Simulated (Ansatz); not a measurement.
Coupled-cluster run, `N[SiH]([GaH2])BF`.

```yaml
crystal:
  periodic: [false, false, false]
  atoms:
    - {symbol: N, position_ang: [-0.680094, 1.663557, 0.349493]}
    - {symbol: Si, position_ang: [0.145848, 0.333562, -0.377121]}
    - {symbol: Ga, position_ang: [1.428690, -0.861857, 1.281870]}
    - {symbol: B, position_ang: [-1.102334, -0.969976, -1.276639]}
    - {symbol: F, position_ang: [-2.417975, -0.888014, -1.143977]}
    - {symbol: H, position_ang: [-0.217807, 2.245991, 1.027737]}
    - {symbol: H, position_ang: [-1.365198, 2.186904, -0.171382]}
    - {symbol: H, position_ang: [1.158604, 0.682578, -1.437587]}
    - {symbol: H, position_ang: [1.686544, -0.228664, 2.702798]}
    - {symbol: H, position_ang: [2.053961, -2.273612, 0.980646]}
    - {symbol: H, position_ang: [-0.690219, -1.890470, -1.935839]}
basis:
  gaussian: {orbitals: def2-TZVPP}
correlation: {method: ccsd_t}
output: {orbitals: {seedname: orbitals}}
```

```sh
$ ansatz run in.yaml --threads 4 --pin off --events-out ev --progress --plain --max-ram 10444MiB
```

Log, shortened:

```
Functional definition: HF
1616 factors; integrals over basis functions are off by at most 1.4e-3 eV
mean field evaluation 1: about -65150.1317 eV, gradient 4.2e1 eV
mean field evaluation 2: about -65150.3014 eV, gradient 4.2e1 eV
mean field evaluation 4: about -65154.4541 eV, gradient 3.9e0 eV
mean field evaluation 8: about -65154.5337 eV, gradient 4.0e-1 eV
mean field evaluation 16: about -65154.5346 eV, gradient 1.2e-6 eV
mean field -65154.53460972 eV, -2394.3849835773 hartree, gradient 1.2e-6 eV, S^2 0.000000; 0 other end points of the search recorded, 0 dependent functions left out
17 core orbitals not correlated: weight in the atoms' cores, before any rotation towards them, 1.000 or more for the frozen orbitals, at most 0.000 for the correlated occupied ones
reference -65154.53460972 eV, -2394.3849835773 hartree; 19, 19 occupied and 231, 231 virtual orbitals, 1616 factors
second order -24.77559946 eV of doubles, -0.00000000 eV of singles
cycle   1  -24.96676076 eV  change   -1.9e-1 eV  update   1.2e-1
cycle   2  -25.70777947 eV  change   -7.4e-1 eV  update   3.8e-2
cycle   3  -25.85482670 eV  change   -1.5e-1 eV  update   2.0e-2
cycle   4  -25.83683317 eV  change    1.8e-2 eV  update   5.2e-3
cycle   5  -25.83474963 eV  change    2.1e-3 eV  update   2.6e-3
cycle   6  -25.83551710 eV  change   -7.7e-4 eV  update   8.6e-4
cycle   7  -25.83513766 eV  change    3.8e-4 eV  update   4.0e-4
cycle   8  -25.83499555 eV  change    1.4e-4 eV  update   1.5e-4
cycle   9  -25.83505747 eV  change   -6.2e-5 eV  update   7.6e-5
cycle  10  -25.83508481 eV  change   -2.7e-5 eV  update   2.9e-5
perturbative correction -0.93665668 eV, -0.0344214980 hartree
Total energy: -65181.30635120 eV, -2395.3688269304 hartree
```

Run time 2.7 min (4 threads of an Intel Xeon Platinum 8488C on a shared host); peak host memory 6.7 GiB.

Correlation energy per correlated electron: -0.705 eV. T1 diagnostic: 0.0139.
